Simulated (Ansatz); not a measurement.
A trace of molecular dynamics of ClH5O2W (9 atoms, charge 0, multiplicity 1).

Computed with Ansatz 0.2.0, RKS B3LYP/def2-SVP.

```yaml
ensemble: NVT, Nosé–Hoover chain
set_temperature: 1500 K
thermostat: time constant 100 fs, chain length 3 (defaults)
seed: 476701
```

| time (fs) | T (K) | potential energy less start (eV) | conserved less start (meV/atom) |
| --- | --- | --- | --- |
| 0 | 1500 | 0.000 | 0.00 |
| 10 | 692 | 0.767 | 3.81 |
| 20 | 445 | 0.984 | 2.32 |
| 30 | 1044 | 0.449 | 1.29 |
| 40 | 896 | 0.630 | 3.42 |
| 50 | 687 | 0.852 | 3.24 |
| 60 | 961 | 0.617 | 0.89 |
| 70 | 704 | 0.915 | 3.25 |
| 80 | 539 | 1.124 | 4.17 |
| 90 | 1323 | 0.449 | 0.39 |
| 100 | 1084 | 0.779 | 3.52 |
| 110 | 455 | 1.432 | 4.76 |
| 120 | 1089 | 0.900 | 2.78 |
| 130 | 1463 | 0.657 | 2.28 |
| 140 | 833 | 1.344 | 5.90 |
| 150 | 1356 | 0.879 | 0.92 |
| 160 | 1254 | 1.047 | 3.12 |
| 170 | 597 | 1.718 | 6.26 |
| 180 | 1136 | 1.259 | 4.95 |
| 190 | 1646 | 0.816 | 2.09 |
| 200 | 1578 | 0.940 | 3.32 |
| 210 | 1159 | 1.376 | 5.77 |
| 220 | 1800 | 0.808 | 2.61 |
| 230 | 1344 | 1.274 | 4.18 |
| 240 | 1255 | 1.406 | 6.12 |
| 250 | 1325 | 1.360 | 4.77 |

**Question.** Can this run be trusted? Judge the integration.

**Answer.** The conserved energy wandered by up to 6.3 meV per atom (net 4.8 meV per atom), which is poor conservation. The mean temperature of the second half is 14 % below the set value. A run of 0.25 ps of so small a system gives no equilibrium averages. The time step was 1 fs.

Time of the run: 12 min on 2 threads of AMD EPYC 7R32 (Zen 2), on a shared host, peak memory 0.24 GiB.
